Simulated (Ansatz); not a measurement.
`FC1=NBS1`, relaxed with RKS PBE0-D4/def2-TZVP in Ansatz 0.2.0 from a PBE-D4/def2-SVP geometry. The force threshold is 0.005 eV/Å; the program also tests the step.

Total charge 0; spin multiplicity 1.

Start:

```xyz
6

F    -1.231   -0.155    1.837
C    -0.512   -0.056    0.740
N    -0.877    0.469   -0.375
B     0.462    0.126   -0.886
S     1.191   -0.685    0.654
H     0.967    0.302   -1.969
```

Problem. By how much does the energy fall, and how many steps does the optimiser take? (Estimate.)

Solution. Computed: 3.82 kJ/mol, in 5 steps.

Problem. Which bonds change most? (Best estimate.)

Solution. Computed: C2–S5 from 1.817 to 1.780 Å; B4–H6 from 1.208 to 1.186 Å; F1–C2 from 1.315 to 1.300 Å; C2–N3 from 1.286 to 1.272 Å.

Problem. Give the relaxed structure. (Best estimate.)

Solution. The calculation gave: 
```xyz
6

F    -1.220   -0.152    1.816
C    -0.500   -0.060    0.738
N    -0.862    0.459   -0.366
B     0.461    0.127   -0.889
S     1.168   -0.676    0.654
H     0.953    0.302   -1.954
```
